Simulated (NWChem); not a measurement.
System: silole (C4H6Si); SMILES C1=C[SiH2]C=C1

```xyz
11

C      0.0000     0.7423     1.3002
C      0.0000     1.3638     0.0880
Si     0.0000     0.0000    -1.2109
C      0.0000    -1.3638     0.0880
C      0.0000    -0.7423     1.3002
H      0.0000     1.2856     2.2615
H      0.0000     2.4580    -0.0180
H      1.2187     0.0000    -2.0963
H     -1.2187     0.0000    -2.0963
H      0.0000    -2.4580    -0.0180
H      0.0000    -1.2856     2.2615
```
Atoms are numbered in this order, from 1.

All runs: NWChem. Medium grid unless said otherwise, to which SCAN and Minnesota functionals are sensitive. Coordinates come from a PBE-D3(BJ)/def2-SVP optimisation. Level r2SCAN/def2-TZVP: single points from the atomic guess with DIIS by default; each run changes one setting, and all converged runs end within 0.3 mHa of each other.

### Question
Which setting needs the most SCF iterations, or fails (no level shifting; DIIS on 20 Fock matrices; level shift of 0.5 Ha throughout; defaults; no DIIS, 40 % damping)?

### Answer
no DIIS, 40 % damping, which doesn't converge.
```json
[
 {"setting": "defaults", "SCF iterations": "8"},
 {"setting": "level shift of 0.5 Ha throughout", "SCF iterations": "9"},
 {"setting": "no level shifting", "SCF iterations": "8"},
 {"setting": "DIIS on 20 Fock matrices", "SCF iterations": "8"},
 {"setting": "no DIIS, 40 % damping", "SCF iterations": "not converged in 200"}
]
```
